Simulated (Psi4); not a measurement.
H2S, charge +1, doublet, geometry from GFN2-xTB (a state made from the parent by changing its charge; the spin is typed, not shown lowest); WB97X/aug-cc-pVDZ (Psi4 1.11).

Here is a job for Psi4.
```
memory 2 GB

molecule {
1 2
  S    -0.00036152   -0.00213359    0.10390253
  H    -0.03847239    1.00861520   -0.81100328
  H     0.04425671   -0.97447779   -0.85143727
}

set basis aug-cc-pvdz
set reference uks

energy('wb97x')
print_variables()
```

The log (banner, timings and long lists left out):

```
   => Loading Basis Set <=

    Name: AUG-CC-PVDZ
    Role: ORBITAL
    Keyword: BASIS

         ---------------------------------------------------------
                                   SCF
               by Justin Turney, Rob Parrish, Andy Simmonett
                          and Daniel G. A. Smith
                              UKS Reference
         ---------------------------------------------------------

  ==> Geometry <==

    Molecular point group: cs
    Full point group: Cs

    Geometry (in Angstrom), charge = 1, multiplicity = 2:

       Center              X                  Y                   Z               Mass
    ------------   -----------------  -----------------  -----------------  -----------------
         S            0.001129785545    -0.055458205114     0.000000000000    31.972071174400
         H           -1.010329485763     0.859456183534     0.000000000000     1.007825032230
         H            0.974488359863     0.899890552664     0.000000000000     1.007825032230

  Running in cs symmetry.

  Rotational constants: A =     10.16265  B =      8.48828  C =      4.62515 [cm^-1]
  Rotational constants: A = 304668.60085  B = 254472.31576  C = 138658.64954 [MHz]
  Nuclear repulsion =   12.682532546285747

  Charge       = 1
  Multiplicity = 2
  Electrons    = 17
  Nalpha       = 9
  Nbeta        = 8

  ==> Algorithm <==

  SCF Algorithm Type is DF.
  DIIS enabled.
  MOM disabled.
  Fractional occupation disabled.
  Guess Type is SAD.
  Energy threshold   = 1.00e-06
  Density threshold  = 1.00e-06
  Integral threshold = 1.00e-12

  ==> Primary Basis <==

  Basis Set: AUG-CC-PVDZ
    Blend: AUG-CC-PVDZ
    Number of shells: 21
    Number of basis functions: 45
    Number of Cartesian functions: 47
    Spherical Harmonics?: true
    Max angular momentum: 2

  ==> DFT Potential <==

   => LibXC <=

    Version 7.1.2
    S. Lehtola, C. Steigemann, M. J. T. Oliveira, and M. A. L. Marques,  SoftwareX 7, 1–5 (2018) (10.1016/j.softx.2017.11.002)

   => Composite Functional: WB97X <=

    wB97X Hyb-GGA Exchange-Correlation Functional

    J.-D. Chai and M. Head-Gordon,  J. Chem. Phys. 128, 084106 (2008) (10.1063/1.2834918)

    Deriv               =              1
    GGA                 =           TRUE
    Meta                =          FALSE

    Exchange Hybrid     =           TRUE
    MP2 Hybrid          =          FALSE

   => Exchange-Correlation Functionals <=

    1.0000   wB97X range-separated functional

   => Exact (HF) Exchange <=

    0.8423            HF,LR [omega = 0.3000]
    0.1577               HF

   => LibXC Density Thresholds  <==

    XC_HYB_GGA_XC_WB97X:  1.00E-14

   => Molecular Quadrature <=

    Radial Scheme          =       TREUTLER
    Pruning Scheme         =           NONE
    Nuclear Scheme         =       TREUTLER

    Blocking Scheme        =         OCTREE
    BS radius alpha        =              1
    Pruning alpha          =              1
    Radial Points          =             75
    Spherical Points       =            302
    Total Points           =          66548
    Total Blocks           =            554
    Max Points             =            256
    Max Functions          =             45
    Weights Tolerance      =       1.00E-15

   => Loading Basis Set <=

    Name: (AUG-CC-PVDZ AUX)
    Role: JKFIT
    Keyword: DF_BASIS_SCF

  ==> Integral Setup <==

  SCF_SUBTYPE=INCORE selected. In-core MEM_DF algorithm will be used.
  Using in-core AOs.

  ==> MemDFJK: Density-Fitted J/K Matrices <==

    J tasked:                   Yes
    K tasked:                   Yes
    wK tasked:                  Yes
    Omega:                3.000E-01
    Algorithm:                 Core
    Schwarz Cutoff:           1E-12
    Mask sparsity (%):       0.0000
    Fitting Condition:        1E-10

   => Auxiliary Basis Set <=

  Basis Set: (AUG-CC-PVDZ AUX)
    Blend: AUG-CC-PVDZ-JKFIT
    Number of shells: 64
    Number of basis functions: 192
[...]
  Reciprocal condition number of the overlap matrix is 1.8807588907E-04.
    Using symmetric orthogonalization.

  ==> Pre-Iterations <==

  SCF Guess: Superposition of Atomic Densities via on-the-fly atomic UHF (no occupation information).

   -------------------------
    Irrep   Nso     Nmo
   -------------------------
     A'        33      33
     A"        12      12
   -------------------------
    Total      45      45
   -------------------------

  ==> Iterations <==

                           Total Energy        Delta E     RMS |[F,P]|

   @DF-UKS iter SAD:  -399.10770592819364   -3.99108e+02   0.00000e+00
   @DF-UKS iter   1:  -398.98216583618824    1.25540e-01   4.35522e-03 ADIIS/DIIS
   @DF-UKS iter   2:  -399.00570172559998   -2.35359e-02   1.13603e-03 ADIIS/DIIS
   @DF-UKS iter   3:  -399.00702051482426   -1.31879e-03   2.72666e-04 ADIIS/DIIS
   @DF-UKS iter   4:  -399.00714042730669   -1.19912e-04   5.93604e-05 DIIS
   @DF-UKS iter   5:  -399.00714728850704   -6.86120e-06   1.92429e-05 DIIS
   @DF-UKS iter   6:  -399.00714791375452   -6.25247e-07   7.69905e-06 DIIS
   @DF-UKS iter   7:  -399.00714805123266   -1.37478e-07   2.24643e-06 DIIS
   @DF-UKS iter   8:  -399.00714806762807   -1.63954e-08   3.77240e-07 DIIS
  Energy and wave function converged.

  ==> Post-Iterations <==

   Electrons on quadrature grid:
      Nalpha   =    9.0000008286 ; deviation = 8.286e-07
      Nbeta    =    8.0000008797 ; deviation = 8.797e-07
      Ntotal   =   17.0000017083 ; deviation = 1.708e-06

   @Spin Contamination Metric:   3.997510785E-03
   @S^2 Expected:                7.500000000E-01
   @S^2 Observed:                7.539975108E-01
   @S   Expected:                5.000000000E-01
   @S   Observed:                5.000000000E-01

    Orbital Energies [Eh]
    ---------------------

    Alpha Occupied:

[...]
    Alpha Virtual:

[...]
    Beta Occupied:

[...]
    Beta Virtual:

[...]
      33Ap     1.924326

    Final Occupation by Irrep:
             Ap   App
    DOCC [     7,    1 ]
    SOCC [     0,    1 ]
    NA   [     7,    2 ]
    NB   [     7,    1 ]

  @DF-UKS Final Energy:  -399.00714806762807

   => Energetics <=

    Nuclear Repulsion Energy =             12.6825325462857474
    One-Electron Energy =                -569.6233634879480405
    Two-Electron Energy =                 177.7159876526034168
    DFT Exchange-Correlation Energy =     -19.7823047785692161
    Empirical Dispersion Energy =           0.0000000000000000
    VV10 Nonlocal Energy =                  0.0000000000000000
    Total Energy =                       -399.0071480676280657

  UHF NO Occupations:
  HONO-2 :    6 Ap 1.9996908
  HONO-1 :    7 Ap 1.9984755
  HONO-0 :    2App 1.0000000
  LUNO+0 :    8 Ap 0.0015245
  LUNO+1 :    9 Ap 0.0003092
  LUNO+2 :   10 Ap 0.0001662
  LUNO+3 :    3App 0.0000000

Computation Completed

Properties will be evaluated at   0.000000,   0.000000,   0.000000 [a0]

Properties computed using the SCF density matrix

 Multipole Moments:

 ------------------------------------------------------------------------------------
     Multipole            Electronic (a.u.)      Nuclear  (a.u.)        Total (a.u.)
 ------------------------------------------------------------------------------------

 L = 1.  Multiply by 2.5417464519 to convert [e a0] to [Debye]
 Dipole X            :          0.0196244           -0.0335701           -0.0139458
 Dipole Y            :         -0.9633096            1.6478704            0.6845608
 Dipole Z            :          0.0000000            0.0000000            0.0000000
 Magnitude           :                                                    0.6847028

 ------------------------------------------------------------------------------------

  Variable Map:
  ----------------------------------------------------------------------------
[...]
  Array Variable Map:
  ----------------------------------------------------------------------------
[...]
[...]
```
